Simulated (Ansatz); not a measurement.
Method: PBE0-D4/def2-TZVP (Ansatz, an electronic-structure program). No frequencies were computed at this level.

Ansatz 0.2 input:
```yaml
crystal:
  periodic: [false, false, false]
  atoms:
    - { symbol: O, position_ang: [1.289934, -0.365091, 0.09571] }
    - { symbol: B, position_ang: [-0.001049, -0.596978, 0.361324] }
    - { symbol: O, position_ang: [-0.934973, 0.330905, -0.013221] }
    - { symbol: H, position_ang: [1.502693, 0.461669, -0.355462] }
    - { symbol: H, position_ang: [-1.856603, 0.169496, 0.173417] }
basis:
  gaussian: { orbitals: def2-tzvp }
hamiltonian:
  xc: pbe0
  dispersion: d4
relax:
  max_steps: 150
magnetization:
  spin_polarized: true
  initial_magnetization: 1
```

Output:

```
Functional definition: PBE0
559 factors; their error is unknown
mean field evaluation 1: about -4793.6415 eV, gradient 4.6e1 eV
mean field evaluation 2: about -4785.0111 eV, gradient 6.8e1 eV
mean field evaluation 4: about -4800.2901 eV, gradient 1.7e0 eV
mean field evaluation 8: about -4800.3017 eV, gradient 3.6e-2 eV
mean field evaluation 16: about -4800.3123 eV, gradient 1.8e-5 eV
mean field -4800.31229048 eV, -176.4082229066 hartree, gradient 1.8e-5 eV, S^2 0.752381; 0 other end points of the search recorded, 0 dependent functions left out
reference -4800.31231697 eV, -176.4082238800 hartree; 12, 11 occupied and 93, 94 virtual orbitals, 559 factors
relax step   1: F+E_penalty+E_count = -4800.35169880 eV  Δ(F+E_penalty+E_count) = +0.000e0 eV  max|allowed force component| = 8.409e-1 eV/Å  Δτ_max = 0.0000 Å  (28 SCF iters, accepted)
these checks for a lower state are left out or cut short: starts, cluster_reference, orbital_swaps, neighbouring_geometries, increment
559 factors; their error is unknown
mean field -4800.33643682 eV, -176.4091102683 hartree, gradient 1.1e-5 eV, S^2 0.752350; 0 other end points of the search recorded, 0 dependent functions left out
reference -4800.33646332 eV, -176.4091112421 hartree; 12, 11 occupied and 93, 94 virtual orbitals, 559 factors
relax step   2: F+E_penalty+E_count = -4800.37581293 eV  Δ(F+E_penalty+E_count) = -2.411e-2 eV  max|allowed force component| = 4.011e-1 eV/Å  Δτ_max = 0.0268 Å  (31 SCF iters, accepted)
these checks for a lower state are left out or cut short: starts, cluster_reference, orbital_swaps, neighbouring_geometries, increment
559 factors; their error is unknown
mean field -4800.35121097 eV, -176.4096532084 hartree, gradient 1.3e-5 eV, S^2 0.752319; 0 other end points of the search recorded, 0 dependent functions left out
reference -4800.35123745 eV, -176.4096541812 hartree; 12, 11 occupied and 93, 94 virtual orbitals, 559 factors
relax step   3: F+E_penalty+E_count = -4800.39058473 eV  Δ(F+E_penalty+E_count) = -1.477e-2 eV  max|allowed force component| = 1.587e-1 eV/Å  Δτ_max = 0.0362 Å  (31 SCF iters, accepted)
these checks for a lower state are left out or cut short: starts, cluster_reference, orbital_swaps, neighbouring_geometries, increment
559 factors; their error is unknown
mean field evaluation 32: about -4800.3372 eV, gradient 8.7e-1 eV
mean field -4800.35099304 eV, -176.4096451994 hartree, gradient 1.1e-5 eV, S^2 0.752339; 0 other end points of the search recorded, 0 dependent functions left out
reference -4800.35101949 eV, -176.4096461714 hartree; 12, 11 occupied and 93, 94 virtual orbitals, 559 factors
relax step   4: F+E_penalty+E_count = -4800.39036596 eV  Δ(F+E_penalty+E_count) = +2.188e-4 eV  max|allowed force component| = 2.316e-1 eV/Å  Δτ_max = 0.0140 Å  (33 SCF iters, rejected (line search))
these checks for a lower state are left out or cut short: starts, cluster_reference, orbital_swaps, neighbouring_geometries, increment
559 factors; their error is unknown
mean field -4800.35204932 eV, -176.4096840170 hartree, gradient 1.1e-5 eV, S^2 0.752326; 0 other end points of the search recorded, 0 dependent functions left out
reference -4800.35207578 eV, -176.4096849894 hartree; 12, 11 occupied and 93, 94 virtual orbitals, 559 factors
relax step   5: F+E_penalty+E_count = -4800.39142684 eV  Δ(F+E_penalty+E_count) = -8.421e-4 eV  max|allowed force component| = 1.279e-2 eV/Å  Δτ_max = 0.0070 Å  (32 SCF iters, accepted)
these checks for a lower state are left out or cut short: starts, cluster_reference, orbital_swaps, neighbouring_geometries, increment
559 factors; their error is unknown
mean field -4800.35205574 eV, -176.4096842530 hartree, gradient 2.0e-5 eV, S^2 0.752326; 0 other end points of the search recorded, 0 dependent functions left out
reference -4800.35208220 eV, -176.4096852253 hartree; 12, 11 occupied and 93, 94 virtual orbitals, 559 factors
relax step   6: F+E_penalty+E_count = -4800.39143425 eV  Δ(F+E_penalty+E_count) = -7.410e-6 eV  max|allowed force component| = 5.941e-4 eV/Å  Δτ_max = 0.0008 Å  (23 SCF iters, accepted)
559 factors; their error is unknown
mean field evaluation 64: about -4800.3521 eV, gradient 3.2e-3 eV
mean field -4800.35205574 eV, -176.4096842530 hartree, gradient 1.9e-5 eV, S^2 0.752326; 1 other end points of the search recorded, 0 dependent functions left out
reference -4800.35208220 eV, -176.4096852253 hartree; 12, 11 occupied and 93, 94 virtual orbitals, 559 factors
Total energy: -4800.39146071 eV, -176.4111323589 hartree
Atom 0 at     1.295502    -0.384577     0.105361 Å, force    -0.000594     0.000069     0.000038 eV/Å
Atom 1 at    -0.016595    -0.542247     0.334561 Å, force     0.000166    -0.000002    -0.000025 eV/Å
Atom 2 at    -0.949026     0.369721    -0.031970 Å, force     0.000510     0.000118    -0.000120 eV/Å
Atom 3 at     1.514010     0.442010    -0.346573 Å, force     0.000009     0.000001    -0.000003 eV/Å
Atom 4 at    -1.843889     0.115093     0.200389 Å, force    -0.000090    -0.000186     0.000110 eV/Å
Dipole moment:    -0.242806     0.229041    -0.091084 e Å
```

Cost: very roughly 16 core-seconds.
